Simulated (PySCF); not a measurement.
C₄H₉N, SMILES C/C=N/CC. Atoms are numbered in the order given.

```xyz
14

C      2.3516    -0.6718    -0.0806
C      1.1240     0.1612     0.0671
N     -0.0127    -0.3351     0.3126
C     -1.1430     0.5494     0.4293
C     -2.2175     0.1912    -0.5842
H      2.1046    -1.7339     0.0468
H      3.1099    -0.3809     0.6650
H      2.8082    -0.5181    -1.0722
H      1.2566     1.2608    -0.0483
H     -0.8542     1.6173     0.3212
H     -1.5567     0.4308     1.4464
H     -2.5060    -0.8652    -0.4804
H     -3.1133     0.8149    -0.4453
H     -1.8511     0.3399    -1.6116
```

Geometry: PBE0-D3(BJ)/def2-SVP. The structure was generated by enumeration; whether it is a known compound was not checked. Other conformers were not sampled.

The numbers are results of SMD-ωB97X/6-31G* in PySCF, not measurements.

Solvation free energies are E(SMD) − E(gas) at the gas-phase geometry, for 1 M in both phases. In vacuum the dipole moment is 1.38 D.

Problem. Rank water, N,N-dimethylformamide, methanol by solvation free energy, most negative first.

Solution. methanol (-4.8 kcal/mol), N,N-dimethylformamide (-3.9 kcal/mol), water (-3.3 kcal/mol)
